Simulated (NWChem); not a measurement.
The numbers come from NWChem runs, not from measurements. System: ClFPb, charge 0, spin multiplicity 1, at a geometry optimised with B3LYP/def2-SVP with def2 effective core potentials on Pb. The structure started from a generated list of species. Level: CCSD(T)/def2-SVP with def2 effective core potentials on Pb, 10 core orbitals frozen.

Input file:

```
start mol
memory heap 100 mb stack 700 mb global 1900 mb
geometry units angstroms nocenter noautoz
  Pb    -0.366624    -0.171686     0.000000
  F      0.991269    -1.728955     0.000000
  Cl     1.243631     1.743461     0.000000
  symmetry group Cs
end
basis spherical
  * library def2-svp
end
ecp
  Pb library def2-ecp
end
scf
  rhf
  nopen 0
  maxiter 100
  thresh 1e-7
  semidirect memsize 60000000 filesize 0
end
tce
  freeze core 10
  ccsd(t)
  2eorb
  2emet 13
  thresh 1e-6
  maxiter 100
  tilesize 24
end
task tce energy
```

NWChem printed:

```
             Northwest Computational Chemistry Package (NWChem) 7.3.0
             --------------------------------------------------------

                                NWChem Input Module
                                -------------------

 Scaling coordinates for geometry "geometry" by  1.889725989
 (inverse scale =  0.529177249)

 Turning off AUTOSYM since
 SYMMETRY directive was detected!

                             Geometry "geometry" -> ""
                             -------------------------

 Output coordinates in angstroms (scale by  1.889725989 to convert to a.u.)

  No.       Tag          Charge          X              Y              Z
 ---- ---------------- ---------- -------------- -------------- --------------
    1 Pb                  82.0000    -0.36662400    -0.17168600     0.00000000
    2 F                    9.0000     0.99126900    -1.72895500     0.00000000
    3 Cl                  17.0000     1.24363100     1.74346100     0.00000000

 Effective nuclear repulsion energy (a.u.)     507.0868829844

            Nuclear Dipole moment (a.u.)
            ----------------------------
        X                 Y               Z
 ---------------- ---------------- ----------------
    -0.0000377945    -0.0000188973     0.0000000000

      Symmetry information
      --------------------

 Group name             Cs
 Group number              2
 Group order               2
 No. of unique centers     3

      Symmetry unique atoms

     1    2    3


 Summary of "ao basis" -> "" (spherical)
 ------------------------------------------------------------------------------
       Tag                 Description            Shells   Functions and Types
 ---------------- ------------------------------  ------  ---------------------
 *                          def2-svp                  on all atoms

 Summary of "ao basis" -> "ao basis" (spherical)
 ------------------------------------------------------------------------------
       Tag                 Description            Shells   Functions and Types
 ---------------- ------------------------------  ------  ---------------------
 Pb                         def2-svp                10       26   4s4p2d
 F                          def2-svp                 6       14   3s2p1d
 Cl                         def2-svp                 8       18   4s3p1d

                                 NWChem SCF Module
                                 -----------------

  ao basis        = "ao basis"
  functions       =    58
  atoms           =     3
  closed shells   =    24
  open shells     =     0
  charge          =   0.00
  wavefunction    = RHF
  use symmetry    = T
  symmetry adapt  = T

 Summary of "ao basis" -> "ao basis" (spherical)
 ------------------------------------------------------------------------------
       Tag                 Description            Shells   Functions and Types
 ---------------- ------------------------------  ------  ---------------------
 Pb                         def2-svp                10       26   4s4p2d
 F                          def2-svp                 6       14   3s2p1d
 Cl                         def2-svp                 8       18   4s3p1d

      Symmetry analysis of basis
      --------------------------

        a'         41
        a"         17

 Forming initial guess at       0.0s

      Superposition of Atomic Density Guess
      -------------------------------------

 Sum of atomic energies:        -777.97612384

      Non-variational initial energy
      ------------------------------

 Total energy =    -750.241524
 1-e energy   =   -1415.463584
 2-e energy   =     512.158483
 HOMO         =      -0.359382
 LUMO         =      -0.045498

      Symmetry analysis of molecular orbitals - initial
      -------------------------------------------------

  Numbering of irreducible representations:

     1 a'          2 a"

  Orbital symmetries:

     1 a'          2 a'          3 a'          4 a'          5 a'
     6 a"          7 a'          8 a'          9 a'         10 a"
    11 a'         12 a'         13 a'         14 a'         15 a"
    16 a"         17 a'         18 a'         19 a'         20 a"
    21 a'         22 a"         23 a'         24 a'         25 a"
    26 a'         27 a'         28 a'         29 a'         30 a"
    31 a'         32 a"         33 a'         34 a"

 Starting SCF solution at       0.3s

 ----------------------------------------------
         Quadratically convergent ROHF

 Convergence threshold     :          1.000E-07
 Maximum no. of iterations :          100
 Final Fock-matrix accuracy:          1.000E-09
 ----------------------------------------------

              iter       energy          gnorm     gmax       time
             ----- ------------------- --------- --------- --------
                 1     -750.5347731937  1.18D+00  4.34D-01      0.3
                 2     -750.6188343666  2.06D-01  5.38D-02      0.3
                 3     -750.6237567993  8.93D-03  2.87D-03      0.4
                 4     -750.6237714893  2.96D-05  1.37D-05      0.4
                 5     -750.6237714894  3.54D-09  1.07D-09      0.4

       Final RHF  results
       ------------------

         Total SCF energy =   -750.623771489407
      One-electron energy =  -1417.108947139053
      Two-electron energy =    513.421598717105
 Nuclear repulsion energy =    153.063576932542

        Time for solution =      0.1s

       Symmetry analysis of molecular orbitals - final
       -----------------------------------------------

  Numbering of irreducible representations:

     1 a'          2 a"
[...]
    2  -26.1909
    3  -10.5088
    4   -7.9829
    5   -7.9812
    6   -7.9809
    7   -6.2383
    8   -3.9273
    9   -3.9209
   10   -3.9185
   11   -1.4423
   12   -1.1537
   13   -1.1459
   14   -1.1434
   15   -1.1385
   16   -1.1364
   17   -1.0213
   18   -0.6677
   19   -0.5587
   20   -0.5540
   21   -0.5156
   22   -0.4291
   23   -0.4280
   24   -0.4013
   25   -0.0126
   26    0.0738
   27    0.0832
   28    0.2878
   29    0.3224
   30    0.3276
   31    0.3810
   32    0.4445
   33    0.4734
   34    0.4869

                       ROHF Final Molecular Orbital Analysis
                       -------------------------------------

 Vector   22  Occ=2.000000D+00  E=-4.290659D-01  Symmetry=a"
              MO Center=  1.2D+00,  1.7D+00,  4.4D-15, r^2= 1.4D+00
   Bfn.  Coefficient  Atom+Function         Bfn.  Coefficient  Atom+Function
  ----- ------------  ---------------      ----- ------------  ---------------
    53      0.653273  3 Cl pz                50      0.442845  3 Cl pz
    47      0.260718  3 Cl pz

 Vector   23  Occ=2.000000D+00  E=-4.280482D-01  Symmetry=a'
              MO Center=  1.2D+00,  1.6D+00, -8.5D-15, r^2= 1.5D+00
   Bfn.  Coefficient  Atom+Function         Bfn.  Coefficient  Atom+Function
  ----- ------------  ---------------      ----- ------------  ---------------
    52      0.530016  3 Cl py                51     -0.376718  3 Cl px
    49      0.361924  3 Cl py                48     -0.259283  3 Cl px
    46      0.212905  3 Cl py                45     -0.151332  3 Cl px

 Vector   24  Occ=2.000000D+00  E=-4.012578D-01  Symmetry=a'
              MO Center=  3.5D-01,  6.8D-01,  8.7D-15, r^2= 4.0D+00
   Bfn.  Coefficient  Atom+Function         Bfn.  Coefficient  Atom+Function
  ----- ------------  ---------------      ----- ------------  ---------------
    51      0.450401  3 Cl px                 3      0.406231  1 Pb s
     1     -0.298734  1 Pb s                 48      0.298113  3 Cl px
     4      0.280574  1 Pb s                 11     -0.270681  1 Pb px
    52      0.250314  3 Cl py                45      0.176404  3 Cl px
    30     -0.173757  2 F  px                49      0.165192  3 Cl py

 Vector   25  Occ=0.000000D+00  E=-1.261796D-02  Symmetry=a"
              MO Center= -4.0D-01, -1.2D-01, -7.5D-15, r^2= 4.2D+00
   Bfn.  Coefficient  Atom+Function         Bfn.  Coefficient  Atom+Function
  ----- ------------  ---------------      ----- ------------  ---------------
    16      0.702649  1 Pb pz                13      0.434627  1 Pb pz
    53     -0.218437  3 Cl pz                10     -0.171955  1 Pb pz
     7     -0.168567  1 Pb pz

 Vector   26  Occ=0.000000D+00  E= 7.381782D-02  Symmetry=a'
              MO Center= -6.1D-01, -2.4D-01,  7.2D-15, r^2= 5.0D+00
   Bfn.  Coefficient  Atom+Function         Bfn.  Coefficient  Atom+Function
  ----- ------------  ---------------      ----- ------------  ---------------
    15      0.949588  1 Pb py                44     -0.432738  3 Cl s
    51      0.317003  3 Cl px                12      0.291392  1 Pb py
    14      0.257906  1 Pb px                52      0.213477  3 Cl py
    29      0.188445  2 F  s

 Vector   27  Occ=0.000000D+00  E= 8.320976D-02  Symmetry=a'
              MO Center= -4.3D-01, -3.4D-02, -3.4D-14, r^2= 5.0D+00
   Bfn.  Coefficient  Atom+Function         Bfn.  Coefficient  Atom+Function
  ----- ------------  ---------------      ----- ------------  ---------------
    14      0.875295  1 Pb px                 3      0.501899  1 Pb s
    52      0.305718  3 Cl py                29     -0.290137  2 F  s
     1     -0.247808  1 Pb s                 11      0.238239  1 Pb px
    15     -0.227068  1 Pb py                44     -0.201399  3 Cl s
    34     -0.161152  2 F  py                31      0.159383  2 F  py

 center of mass
 --------------
 x =  -0.10048241 y =  -0.05473605 z =   0.00000000

 moments of inertia (a.u.)
 ------------------
         603.493778604340        -199.790812628141           0.000000000000
        -199.790812628141         356.984061250043           0.000000000000
           0.000000000000           0.000000000000         960.477839854382

  Mulliken analysis of the total density
  --------------------------------------

    Atom       Charge   Shell Charges
 -----------   ------   -------------------------------------------------------
    1 Pb  22    20.89   2.99 -0.94  1.27  0.55  3.37  2.62  0.64  0.25  9.78  0.36
    2 F    9     9.63   1.99  1.10  0.87  3.30  2.36  0.00
    3 Cl  17    17.48   2.00  1.99  1.19  0.79  5.94  2.05  3.51  0.01

       Multipole analysis of the density wrt the origin
       ------------------------------------------------

     L   x y z        total         open         nuclear
     -   - - -        -----         ----         -------
     0   0 0 0     -0.000000      0.000000     48.000000

     1   1 0 0     -2.153260      0.000000     41.569096
     1   0 1 0     -0.043381      0.000000     19.466351
     1   0 0 1      0.000000      0.000000      0.000000

     2   2 0 0    -35.854103      0.000000    136.032998
     2   1 1 0      0.648303      0.000000     81.491022
     2   1 0 1      0.000000      0.000000      0.000000
     2   0 2 0    -40.992417      0.000000    282.921851
     2   0 1 1      0.000000      0.000000      0.000000
     2   0 0 2    -29.679201      0.000000      0.000000

                   NWChem Extensible Many-Electron Theory Module
                   ---------------------------------------------


            General Information
            -------------------
      Number of processors :     1
         Wavefunction type : Restricted Hartree-Fock
          No. of electrons :    48
           Alpha electrons :    24
            Beta electrons :    24
           No. of orbitals :   116
            Alpha orbitals :    58
             Beta orbitals :    58
        Alpha frozen cores :    10
         Beta frozen cores :    10
     Alpha frozen virtuals :     0
      Beta frozen virtuals :     0
         Spin multiplicity : singlet
    Number of AO functions :    58
       Number of AO shells :    24
        Use of symmetry is : on
      Symmetry adaption is : on
         Schwarz screening : 0.10D-09

          Correlation Information
          -----------------------
          Calculation type : Coupled-cluster singles & doubles w/ perturbation
   Perturbative correction : (T)
            Max iterations :      100
        Residual threshold : 0.10D-05
     T(0) DIIS level shift : 0.00D+00
     L(0) DIIS level shift : 0.00D+00
     T(1) DIIS level shift : 0.00D+00
     L(1) DIIS level shift : 0.00D+00
     T(R) DIIS level shift : 0.00D+00
     T(I) DIIS level shift : 0.00D+00
   CC-T/L Amplitude update :  5-th order DIIS
                I/O scheme : Global Array Library
        L-threshold :  0.10D-05
        EOM-threshold :  0.10D-05
 no EOMCCSD initial starts read in
 TCE RESTART OPTIONS
 SLICE:      F
 D4D5:       F
 quantumc:   F
 qrotation:  F
 pwtce:      F
 qducc:      F
 nacto:                         0
 nrotv:                         0
 nrot:                          0

            Memory Information
            ------------------
          Available GA space size is     249033436 doubles
          Available MA space size is     104846732 doubles

 Maximum block size supplied by input
 Maximum block size        24 doubles

 tile_dim =     23

 -------------------------------------------------
   1    alpha     a'    10 doubles       0       1
   2    alpha     a"     4 doubles      10       2
   3    beta      a'    10 doubles      14       1
   4    beta      a"     4 doubles      24       2
   5    alpha     a'    23 doubles      28       5
   6    alpha     a"    11 doubles      51       6
   7    beta      a'    23 doubles      62       5
   8    beta      a"    11 doubles      85       6

 Global array virtual files algorithm will be used

 Parallel file system coherency ......... OK

 4-electron integrals stored in orbital form

 v2    file size   =           886186
 4-index algorithm nr.  13 is used
 imaxsize =       30
 imaxsize ichop =        0


CCSD iterations
 ---------------------------------------------------------
 Iter          Residuum       Correlation     Cpu    Wall
 ---------------------------------------------------------
    1   0.1357433211211  -0.4049173124303     0.1     0.1
    2   0.0374572528850  -0.4158458250508     0.1     0.1
    3   0.0126984981775  -0.4226196918899     0.1     0.1
    4   0.0067361539687  -0.4234666287950     0.1     0.1
    5   0.0026112509841  -0.4243894665919     0.1     0.1
    6   0.0011510647879  -0.4245663846161     0.1     0.1
    7   0.0008956562130  -0.4246095326150     0.1     0.1
    8   0.0003819121206  -0.4246354309180     0.1     0.1
    9   0.0003787966038  -0.4246313714431     0.1     0.1
   10   0.0001627308670  -0.4246502384236     0.1     0.1
   11   0.0000387702063  -0.4246550331358     0.1     0.1
   12   0.0000197628386  -0.4246558529273     0.1     0.1
   13   0.0000120350152  -0.4246561012199     0.1     0.1
   14   0.0000077465004  -0.4246556622555     0.1     0.1
   15   0.0000047312273  -0.4246557802296     0.1     0.1
   16   0.0000012888737  -0.4246555605836     0.1     0.1
   17   0.0000010473219  -0.4246556149649     0.1     0.1
   18   0.0000004293426  -0.4246556776409     0.1     0.1
 -----------------------------------------------------------------
 Iterations converged
 CCSD correlation energy / hartree =        -0.424655677640885
 CCSD total energy / hartree       =      -751.048427167047407

 Singles contributions

 Doubles contributions
 CCSD(T)
 Using plain CCSD(T) code
             total no. of tasks           26
 total no. of tasks / no. procs           26
                         wl_min        85184           6.6
                         wl_max     12167000          15.2
        thresh for no. of tasks           26

 CCSD[T]  correction energy / hartree =        -0.011552098055025
 CCSD[T] correlation energy / hartree =        -0.436207775695911
 CCSD[T] total energy / hartree       =      -751.059979265102470
 CCSD(T)  correction energy / hartree =        -0.009875717938646
 CCSD(T) correlation energy / hartree =        -0.434531395579531
 CCSD(T) total energy / hartree       =      -751.058302884986006

 Task  times  cpu:        6.6s     wall:        6.6s

 Total times  cpu:        6.6s     wall:        6.6s
```
